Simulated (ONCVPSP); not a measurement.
**Hf: variants of one ONCV potential**

Base potential:

```
Element                 : Hf
Generator               : ONCVPSP 4.0.1
Type                    : optimised norm-conserving Vanderbilt (ONCV)
Functional              : PBEsol
Relativity              : scalar-relativistic
Frozen core             : [Kr] 4d10 4f14
Valence charge          : 12
Reference configuration : 5s2 5p6 5d2 6s1 6p1
Partial waves           : 5s+6s: rc 1.70 bohr, ncon 4, nbas 8, qcut 6.7 1/bohr, 2 projectors; 5p+6p: rc 2.50 bohr, ncon 5, nbas 9, qcut 5.2 1/bohr, 2 projectors; 5d: rc 2.70 bohr, ncon 4, nbas 9, qcut 6.5 1/bohr, 2 projectors, debl 2.1 Ha
Local potential         : polynomial inside 1.50 bohr (lpopt 5, dvloc0 0 Ha)
Core correction         : none
```

Cutoffs, loose and tight: the cutoffs (Ha) at which the residual kinetic energy of the hardest occupied pseudo-wave falls to 1 and 0.1 mHa per electron. They do not see the model core or the augmentation charge, which bear on the density cutoff. Test errors are all-electron minus pseudo excitation energies from the reference, over the configurations 5s2 5p6 5d2 6s2 6p0; 5s2 5p6 5d2 6s1 6p0; 5s2 5p6 5d2 6s0 6p0; 5s2 5p6 5d0 6s0 6p0. A dash means not determined; rows that change the core or the reference have their own tests. The largest error is taken over the tests solved by every variant that gives reliable tests at all: 5s2 5p6 5d2 6s0 6p0; 5s2 5p6 5d2 6s1 6p0; 5s2 5p6 5d2 6s2 6p0.

A true bound ghost makes a file unfit for plane-wave use even where its test errors are small: the radial tests pick states by their node count and pass the ghost by.

| change | outcome | cutoff, loose | cutoff, tight | bound ghosts | GHOST(+) flags above zero | largest test error (meV) |
| --- | --- | --- | --- | --- | --- | --- |
| base | generated | 17 Ha | 20 Ha | none | s, d | +2.5 |
| all radii scaled by about 1.30 (s 2.22, p 3.26, d 3.52 bohr); local potential polynomial inside 1.96 bohr (lpopt 5, dvloc0 0 Ha) | generated | 12 Ha | 15 Ha | none | none | +1.4 |
| functional Wu-Cohen | generated | 17 Ha | 20 Ha | none | s, d | -2.9 |
| local potential polynomial inside 1.10 bohr (lpopt 5, dvloc0 2 Ha) | generated | 17 Ha | 20 Ha | none | s, d | +2.5 |

(1) What comes out with this change to the base: p: nproj 4?

Results:

(1) outcome: generated; cutoff, loose: 17 Ha; cutoff, tight: 20 Ha; bound ghosts: p; GHOST(+) flags above zero: s, p, d; largest test error (meV): +2.3.
